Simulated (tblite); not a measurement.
Record of a relaxation.

Compound: C8H12NP.
SMILES with atom numbers: `[CH3:1][CH2:2][P:3]([CH3:4])[c:5]1[cH:6][cH:7][cH:8][cH:9][n:10]1` (hydrogens: H11, H12, H13 on C1; H14, H15 on C2; H16, H17, H18 on C4; H19 on C6; H20 on C7; H21 on C8; H22 on C9)

Computed with GFN2-xTB (tblite), gas phase: L-BFGS steps from a force-field or distance-geometry start until the largest atomic force falls under 0.01 eV/Å. 5 of its 66 geometries are shown.

Step 0: E = -779.9511 eV, largest atomic force 1.918 eV/Å
```
atom  x, y, z in Å  |  force x, y, z in eV/Å
C1     -2.494   -0.883    0.805   -0.741   0.077   0.326
C2     -2.149    0.042   -0.362    0.068  -0.514   0.114
P3     -0.880    1.307    0.126   -1.024   1.023   0.201
C4     -0.642    2.092   -1.535    0.101  -0.113  -0.071
C5      0.606    0.302    0.251    0.603  -1.215  -1.356
C6      1.405    0.353    1.375    0.607  -0.106   0.547
C7      2.552   -0.440    1.425    0.005   0.228   0.494
C8      2.862   -1.258    0.354   -0.348   0.115  -0.177
C9      2.007   -1.253   -0.739   -1.470   1.010  -0.104
N10     0.885   -0.489   -0.812    1.462  -0.427   1.109
H11    -3.282   -1.589    0.495    0.287   0.222   0.112
H12    -1.642   -1.466    1.145    0.117   0.083  -0.070
H13    -2.890   -0.314    1.673    0.310  -0.251  -0.535
H14    -1.795   -0.561   -1.205    0.129   0.115   0.013
H15    -3.054    0.569   -0.676    0.084   0.136   0.024
H16    -0.475    1.349   -2.304    0.068  -0.244  -0.080
H17    -1.523    2.674   -1.796   -0.070   0.014   0.143
H18     0.215    2.759   -1.504    0.065   0.075   0.088
H19     1.157    1.002    2.220   -0.041  -0.200  -0.395
H20     3.199   -0.420    2.310   -0.291   0.018  -0.381
H21     3.733   -1.888    0.361    0.106  -0.055  -0.003
H22     2.194   -1.869   -1.608   -0.024   0.010  -0.001
```

Step 16: E = -780.1035 eV, largest atomic force 0.099 eV/Å
```
atom  x, y, z in Å  |  force x, y, z in eV/Å
C1     -2.493   -0.882    0.804    0.009  -0.005   0.000
C2     -2.129    0.039   -0.352   -0.027  -0.034   0.000
P3     -0.914    1.349    0.164   -0.001   0.033   0.007
C4     -0.633    2.066   -1.516    0.005  -0.005  -0.011
C5      0.596    0.292    0.240    0.030  -0.007  -0.002
C6      1.399    0.349    1.372    0.010  -0.008   0.020
C7      2.537   -0.436    1.424    0.016  -0.017  -0.007
C8      2.829   -1.248    0.339    0.005  -0.014  -0.018
C9      1.966   -1.232   -0.748   -0.020   0.010   0.026
N10     0.879   -0.483   -0.797   -0.043  -0.008  -0.060
H11    -3.265   -1.590    0.505    0.030   0.016   0.003
H12    -1.618   -1.444    1.131   -0.019   0.014  -0.002
H13    -2.863   -0.305    1.650    0.005  -0.018  -0.019
H14    -1.698   -0.522   -1.183    0.013  -0.043   0.004
H15    -3.019    0.566   -0.709   -0.018  -0.009   0.006
H16    -0.447    1.272   -2.237    0.035   0.000  -0.003
H17    -1.519    2.633   -1.800    0.026   0.007  -0.016
H18     0.221    2.739   -1.476   -0.017   0.013  -0.017
H19     1.116    1.003    2.182    0.009   0.020   0.058
H20     3.183   -0.417    2.291   -0.001  -0.008  -0.014
H21     3.704   -1.878    0.334    0.007  -0.005  -0.006
H22     2.158   -1.851   -1.619   -0.053   0.067   0.050
```

Step 32: E = -780.1124 eV, largest atomic force 0.017 eV/Å
```
atom  x, y, z in Å  |  force x, y, z in eV/Å
C1     -2.476   -0.886    0.807    0.004   0.001   0.009
C2     -2.114    0.028   -0.355   -0.006  -0.008   0.001
P3     -0.934    1.374    0.164   -0.013   0.011  -0.004
C4     -0.610    2.058   -1.524   -0.002   0.000   0.001
C5      0.579    0.322    0.275   -0.003  -0.005  -0.006
C6      1.394    0.355    1.400    0.005   0.005  -0.006
C7      2.527   -0.442    1.419    0.006  -0.003   0.000
C8      2.797   -1.241    0.320   -0.002  -0.009  -0.001
C9      1.914   -1.206   -0.749    0.003  -0.003  -0.009
N10     0.837   -0.446   -0.773   -0.002  -0.002  -0.016
H11    -3.234   -1.608    0.508    0.014   0.002  -0.006
H12    -1.598   -1.432    1.149    0.006   0.004   0.002
H13    -2.862   -0.308    1.645   -0.010   0.008  -0.002
H14    -1.650   -0.541   -1.165    0.001  -0.005  -0.003
H15    -3.011    0.523   -0.738   -0.003   0.005   0.010
H16    -0.371    1.251   -2.215    0.014   0.006   0.006
H17    -1.495    2.595   -1.861    0.001  -0.006   0.002
H18     0.224    2.756   -1.472   -0.010   0.004   0.005
H19     1.136    0.997    2.229   -0.005   0.004   0.003
H20     3.189   -0.439    2.274   -0.002   0.001   0.013
H21     3.670   -1.875    0.290    0.002  -0.003   0.006
H22     2.078   -1.814   -1.630    0.002  -0.006  -0.006
```

Step 49: E = -780.1144 eV, largest atomic force 0.018 eV/Å
```
atom  x, y, z in Å  |  force x, y, z in eV/Å
C1     -2.465   -0.883    0.817    0.001   0.001  -0.003
C2     -2.115    0.026   -0.353    0.003   0.004   0.001
P3     -0.937    1.375    0.161    0.003   0.018  -0.003
C4     -0.604    2.067   -1.523   -0.007  -0.004  -0.001
C5      0.577    0.325    0.265    0.000  -0.002  -0.001
C6      1.390    0.354    1.391   -0.002  -0.002   0.003
C7      2.518   -0.450    1.416    0.000  -0.002   0.001
C8      2.787   -1.252    0.318    0.004   0.003  -0.001
C9      1.910   -1.208   -0.757    0.001  -0.008   0.003
N10     0.837   -0.442   -0.784   -0.001  -0.008   0.000
H11    -3.190   -1.637    0.514    0.001  -0.002  -0.003
H12    -1.575   -1.392    1.184    0.003   0.006  -0.005
H13    -2.889   -0.307    1.637    0.002   0.004  -0.004
H14    -1.656   -0.543   -1.165    0.005   0.000   0.003
H15    -3.018    0.517   -0.730    0.001   0.000   0.001
H16    -0.305    1.267   -2.199   -0.002   0.008  -0.003
H17    -1.503    2.559   -1.890   -0.003  -0.007   0.005
H18     0.194    2.805   -1.450   -0.012  -0.006  -0.002
H19     1.130    0.999    2.217    0.005  -0.001   0.010
H20     3.175   -0.451    2.274    0.001  -0.002   0.001
H21     3.654   -1.893    0.293   -0.004  -0.001   0.001
H22     2.074   -1.817   -1.638    0.001   0.002  -0.003
```

Step 65: E = -780.1150 eV, largest atomic force 0.009 eV/Å
```
atom  x, y, z in Å  |  force x, y, z in eV/Å
C1     -2.455   -0.878    0.816    0.000  -0.004   0.002
C2     -2.109    0.032   -0.354   -0.002  -0.001  -0.001
P3     -0.932    1.381    0.160    0.002   0.004  -0.003
C4     -0.613    2.070   -1.527    0.001   0.002   0.001
C5      0.579    0.326    0.266    0.003   0.004   0.000
C6      1.390    0.349    1.394    0.003   0.004  -0.001
C7      2.515   -0.458    1.419   -0.003  -0.002  -0.003
C8      2.783   -1.259    0.320   -0.001   0.001  -0.003
C9      1.907   -1.212   -0.755    0.000   0.002  -0.001
N10     0.838   -0.442   -0.783    0.001   0.002   0.001
H11    -3.166   -1.643    0.510   -0.004  -0.004   0.000
H12    -1.561   -1.371    1.193    0.005  -0.005  -0.002
H13    -2.894   -0.304    1.631   -0.003   0.002   0.001
H14    -1.647   -0.536   -1.165    0.007  -0.004   0.004
H15    -3.012    0.519   -0.732   -0.003   0.005   0.003
H16    -0.294    1.275   -2.200   -0.004   0.001   0.002
H17    -1.525    2.536   -1.894    0.001  -0.002  -0.002
H18     0.165    2.829   -1.459    0.001   0.003  -0.003
H19     1.132    0.992    2.223   -0.001  -0.002   0.002
H20     3.171   -0.463    2.279   -0.005  -0.003  -0.004
H21     3.650   -1.902    0.295   -0.004  -0.002   0.003
H22     2.070   -1.819   -1.638    0.006  -0.002   0.004
```

Question: Summarise the path.

Answer: The energy falls by 0.1639 eV from step 0 to step 65; nine tenths of that is first reached at step 12. It falls at every step. The largest force goes from 1.918 to 0.009 eV/Å. Among the bonds P3–C5 changes most, from 1.798 to 1.847 Å; the atoms move by 0.103 Å rms after alignment.

Question: Follow the three bonds and two angles with the largest change from start to end.

Answer: 
| step | E above end (eV) | largest force (eV/Å) | P3–C5 (Å) | C9–N10 (Å) | C5–N10 (Å) | C2–P3–C5 (°) | C4–P3–C5 (°) |
| --- | --- | --- | --- | --- | --- | --- | --- |
| 0 | 0.1639 | 1.918 | 1.798 | 1.360 | 1.354 | 101.7 | 101.1 |
| 3 | 0.0356 | 0.161 | 1.853 | 1.322 | 1.327 | 99.7 | 99.5 |
| 6 | 0.0268 | 0.124 | 1.852 | 1.320 | 1.325 | 99.3 | 99.0 |
| 8 | 0.0224 | 0.110 | 1.848 | 1.320 | 1.324 | 99.2 | 98.8 |
| 11 | 0.0168 | 0.124 | 1.848 | 1.320 | 1.326 | 98.9 | 98.3 |
| 14 | 0.0132 | 0.075 | 1.847 | 1.320 | 1.325 | 98.5 | 97.9 |
| 17 | 0.0107 | 0.087 | 1.845 | 1.321 | 1.326 | 98.0 | 97.7 |
| 20 | 0.0089 | 0.094 | 1.846 | 1.320 | 1.326 | 97.7 | 97.4 |
| 23 | 0.0061 | 0.061 | 1.844 | 1.319 | 1.325 | 97.6 | 97.1 |
| 25 | 0.0044 | 0.071 | 1.845 | 1.319 | 1.325 | 97.3 | 97.1 |
| 28 | 0.0031 | 0.035 | 1.847 | 1.319 | 1.325 | 97.1 | 97.1 |
| 31 | 0.0026 | 0.022 | 1.846 | 1.318 | 1.325 | 97.2 | 97.0 |
| 34 | 0.0024 | 0.015 | 1.846 | 1.319 | 1.325 | 97.1 | 96.9 |
| 37 | 0.0021 | 0.034 | 1.847 | 1.319 | 1.326 | 97.1 | 96.8 |
| 40 | 0.0015 | 0.036 | 1.845 | 1.318 | 1.325 | 97.2 | 96.8 |
| 42 | 0.0012 | 0.032 | 1.845 | 1.318 | 1.325 | 97.1 | 96.8 |
| 45 | 0.0008 | 0.032 | 1.846 | 1.319 | 1.325 | 97.0 | 96.6 |
| 48 | 0.0006 | 0.020 | 1.846 | 1.319 | 1.325 | 97.0 | 96.6 |
| 51 | 0.0005 | 0.017 | 1.846 | 1.319 | 1.325 | 97.0 | 96.8 |
| 54 | 0.0004 | 0.015 | 1.847 | 1.319 | 1.325 | 96.9 | 96.8 |
| 57 | 0.0002 | 0.017 | 1.846 | 1.319 | 1.325 | 96.9 | 96.9 |
| 59 | 0.0002 | 0.011 | 1.846 | 1.319 | 1.325 | 96.9 | 97.0 |
| 62 | 0.0001 | 0.018 | 1.847 | 1.318 | 1.325 | 96.8 | 97.1 |
| 65 | 0.0000 | 0.009 | 1.847 | 1.319 | 1.325 | 96.8 | 97.1 |

The cost below is that of the whole relaxation. On one thread of an Arm Neoverse V1, shared host with 32 logical CPUs at a one-minute load of 12, this took 0.6 s wall.
